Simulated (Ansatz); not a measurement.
Ideal-gas functions of ClFH$_{3}$NOTi, SMILES `[NH2][Ti]([OH])([F])[Cl]` at 600 K and 1 bar, from an Ansatz frequency run at PBE0-D4/def2-TZVP.

Molar mass 135.35 g/mol, point group C1 (symmetry number 1), electronic degeneracy 1, moments of inertia 158.306, 252.165, 257.907 u Å². Harmonic wavenumbers (cm⁻¹, unscaled): 74, 154, 161, 181, 194, 202, 269, 352, 419, 455, 544, 723, 768, 830, 1518, 3560, 3669, 3950.

Use S(trans) = R[1.5 ln M + 2.5 ln T − 1.1517]; rotational temperatures θ = 24.2544 K / I; S(rot) = R[ln(√π/σ · √(T³/θAθBθC)) + 1.5]; for each mode x = 1.438777 ν̃/T, S = R[x/(eˣ − 1) − ln(1 − e⁻ˣ)] and H = RT x/(eˣ − 1); 1 cm⁻¹ = 0.0119627 kJ/mol; R = 8.31446 J/(mol·K).

Question: By hand: the entropy, in J/(mol·K).

Answer: Translation 184.6. Rotation: θ = 0.1532, 0.0962, 0.094 K, giving 124.4. Vibration, mode by mode: 22.70, 16.64, 16.28, 15.32, 14.75, 14.42, 12.10, 9.97, 8.62, 7.99, 6.67, 4.71, 4.32, 3.84, 1.04, 0.02, 0.01, 0.01, in all 159.4. Electronic 0.0. Sum 468.4 J/(mol·K).

Question: By hand: H − E and G − E in kJ/mol, counted from the electronic energy.

Answer: Zero-point energy ½ × 18023 × 0.0119627 = 107.8; thermal vibration 45.0; translation, rotation and pV give 4 RT = 20.0. H − E = 172.8 kJ/mol, and G − E = 172.8 − 600 × 468.4/1000 = -108.2 kJ/mol.

Vibration gives 34 % of the entropy, 22.7 J/(mol·K) of it from the mode under 150 cm⁻¹: soft modes count most, and the harmonic formula is weakest for them. The sum counts one conformer and one mirror image; others add a mixing term.
